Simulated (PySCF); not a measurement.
A calculated (TPSSh, PySCF 2.14, cc-pVDZ-X2C, scalar relativity by spin-free X2C-1e) atom or ion has these occupied shells.

```csv
shell,electrons,orbital energy (eV),"rms radius, mean of both spins (bohr)"
1s α,1,-55440.1,0.0236
1s β,1,-55440.1,0.0236
2s α,1,-9294.6,0.0952
2s β,1,-9294.5,0.0952
2p α,3,-8251.1,0.0858
2p β,3,-8251.0,0.0858
3s α,1,-2093.4,0.245
3s β,1,-2091.9,0.245
3p α,3,-1771.9,0.246
3p β,3,-1770.2,0.246
3d α,5,-1354.9,0.225
3d β,5,-1353.4,0.225
4s α,1,-426.86,0.551
4s β,1,-422.77,0.551
4p α,3,-320.26,0.586
4p β,3,-316.06,0.586
4d α,5,-173.76,0.642
4d β,5,-169.25,0.642
5s α,1,-59.719,1.34
5s β,1,-57.841,1.34
5p α,3,-33.690,1.57
5p β,3,-32.333,1.57
4f α,7,-14.833,0.895
4f β,3,-12.290,0.895
6s α,1,-6.047,3.92
6s β,1,-5.577,3.92
6p α,1,-2.879,5.07
```

(1) Name the element and its charge.

Answers

(1) Ho (holmium, neutral), in [Xe] 4f10 6s2 6p1, one real determinant (an excited configuration).
